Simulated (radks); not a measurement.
The gold ion Au+, 78 electrons, occupied as [Xe] 4f14 5d10. Calculated with a radial shooting solver on a logarithmic mesh with Libxc functionals: scalar-relativistic Kohn-Sham, PBE, spin-polarised, spherical densities, point nucleus.

Normalised radial functions P(r) = r R(r), r in bohr:

| r | 5s | 4f | 5d |
|---|---|---|---|
| 0.002682 | 0.1576 | 0.0000 | 0.0001 |
| 0.003577 | 0.1822 | 0.0000 | 0.0002 |
| 0.004771 | 0.2034 | 0.0000 | 0.0005 |
| 0.006313 | 0.2154 | 0.0000 | 0.0011 |
| 0.008419 | 0.2108 | 0.0001 | 0.0023 |
| 0.01123 | 0.1786 | 0.0002 | 0.0049 |
| 0.01498 | 0.1085 | 0.0006 | 0.0101 |
| 0.01998 | -0.0042 | 0.0017 | 0.0205 |
| 0.02664 | -0.1479 | 0.0045 | 0.0397 |
| 0.03554 | -0.2820 | 0.0120 | 0.0732 |
| 0.0474 | -0.3334 | 0.0303 | 0.1252 |
| 0.06321 | -0.2213 | 0.0722 | 0.1937 |
| 0.08431 | 0.0682 | 0.1602 | 0.2592 |
| 0.1125 | 0.3901 | 0.3246 | 0.2768 |
| 0.15 | 0.4519 | 0.5888 | 0.1866 |
| 0.2 | 0.0621 | 0.9351 | -0.0338 |
| 0.2668 | -0.5195 | 1.2714 | -0.2988 |
| 0.3559 | -0.6540 | 1.4497 | -0.4159 |
| 0.4746 | -0.0271 | 1.3623 | -0.2315 |
| 0.628 | 0.8403 | 1.0554 | 0.1878 |
| 0.8376 | 1.2466 | 0.6550 | 0.6334 |
| 1.117 | 0.9776 | 0.3184 | 0.8614 |
| 1.49 | 0.4725 | 0.1166 | 0.8137 |
| 1.987 | 0.1413 | 0.0306 | 0.5998 |
| 2.651 | 0.0244 | 0.0053 | 0.3556 |
| 3.535 | 0.0021 | 0.0005 | 0.1663 |
| 4.715 | 0.0001 | 0.0000 | 0.0575 |

5s: eigenvalue -116.88 eV, 4 radial nodes at r = 0.0198, 0.0796, 0.206, 0.479 bohr, <r> = 0.927 bohr, 90 % of the charge inside 1.33 bohr. 4f: eigenvalue -89.582 eV, 0 radial nodes, <r> = 0.499 bohr, 90 % of the charge inside 0.801 bohr. 5d: eigenvalue -15.328 eV, 2 radial nodes at r = 0.193, 0.560 bohr, <r> = 1.58 bohr, 90 % of the charge inside 2.47 bohr.
